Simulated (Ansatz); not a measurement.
Two members of one family (Series [SiX3]-), computed with Ansatz in the gas phase. The two geometries come from different levels. A dash marks a value that wasn't run or was left out as unsound. The structures are stationary points that may keep the symmetry of their start. Remarks come from the PBE and PBE0 runs and from stability tests at other levels; not every state was tested. A HOMO above zero means that the electron is unbound at that level and held by the basis, or that self-interaction error raises the level; the energy of removing that electron tells which.

First: [SiBr3]- (singlet, charge -1, PBE-D4/def2-SVPD geometry).

Cartesian coordinates in Å:
```
Si -0.052 -0.647 -0.587
Br -1.920 -0.274 0.907
Br 0.246 1.622 -1.376
Br 1.726 -0.701 1.056
```

```tsv
level	HOMO (eV)	vertical IE (eV)
revPBE-D4/def2-TZVPD	-1.27	–
BLYP-D4/def2-TZVPD	-1.21	–
r2SCAN-D4/def2-TZVPD	-1.47	3.81
PBE0-D4/def2-TZVPD	-2.26	3.93
r2SCAN0-D4/def2-TZVPD	-2.37	–
```

Second: [SiF3]- (singlet, charge -1, PBE-D4/def2-TZVPD geometry).

```xyz
4

Si   -0.322   -0.500    0.225
F    -1.031    0.513   -0.935
F     1.155   -0.733   -0.572
F     0.198    0.720    1.281
```

Question: Estimate the same table for the second.

Answer: 
```tsv
level	HOMO (eV)	vertical IE (eV)
revPBE-D4/def2-TZVPD	0.16	–
BLYP-D4/def2-TZVPD	0.18	–
r2SCAN-D4/def2-TZVPD	-0.01	2.98
PBE0-D4/def2-TZVPD	-0.93	3.17
r2SCAN0-D4/def2-TZVPD	-1.02	–
```

Remarks: HOMO above zero at PBE or PBE0.
